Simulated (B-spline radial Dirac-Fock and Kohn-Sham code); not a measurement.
## K-shell conversion coefficients of Mn against transition energy

The computed values come from an atomic code on a B-spline grid: a Dirac-Hartree-Slater potential of the neutral atom with a Latter tail (no hole, which puts coefficients of high multipoles low close above an edge), finite nucleus with surface currents. Subshells within 1 keV of threshold and pair formation are left out.

```csv
energy (keV),E1,E3,E4,M2,M3,M4
13.6,13.1,13300,359000,513,19400,665000
13.9,12.4,12500,340000,471,17800,610000
17,7.02,6830,184000,214,7630,255000
18.6,5.43,5040,133000,151,5170,168000
19.4,4.82,4350,113000,128,4310,138000
20,4.41,3900,101000,114,3770,119000
21.3,3.68,3100,78100,89.2,2850,87600
24.9,2.34,1710,40200,48.8,1420,40300
33.2,1.00,531,10700,16.2,389,9190
36.4,0.762,360,6840,11.4,257,5690
36.5,0.756,356,6750,11.3,254,5610
43.4,0.450,169,2850,5.91,116,2260
50,0.293,90.7,1390,3.49,61.2,1070
100,0.0352,3.91,35.8,0.286,2.84,28.3
121,0.0196,1.62,12.9,0.147,1.25,10.7
147,0.0108,0.663,4.53,0.0760,0.552,4.01
200,0.00423,0.163,0.885,0.0275,0.156,0.889
222,0.00310,0.102,0.513,0.0196,0.103,0.541
278,0.00160,0.0377,0.162,0.00967,0.0430,0.190
293,0.00138,0.0300,0.124,0.00822,0.0352,0.150
457,0.000407,0.00478,0.0147,0.00221,0.00699,0.0219
488,0.000344,0.00371,0.0110,0.00183,0.00557,0.0167
500,0.000323,0.00338,0.00986,0.00171,0.00513,0.0152
1000,6.91e-05,0.000332,0.000672,0.000280,0.000583,0.00118
1050,6.29e-05,0.000289,0.000573,0.000249,0.000507,0.00101
1130,5.49e-05,0.000236,0.000453,0.000209,0.000413,0.000794
1860,2.40e-05,7.01e-05,0.000112,6.92e-05,0.000114,0.000183
1990,2.17e-05,6.06e-05,9.51e-05,6.02e-05,9.72e-05,0.000152
2000,2.15e-05,6.00e-05,9.40e-05,5.96e-05,9.61e-05,0.000150
```

Question: How fast do they fall between 1860 and 2000 keV?

Answer: As powers of the energy: E1 E^-1.49, E3 E^-2.16, E4 E^-2.46, M2 E^-2.07, M3 E^-2.37, M4 E^-2.68. Within one type (E or M) the higher multipoles fall faster.
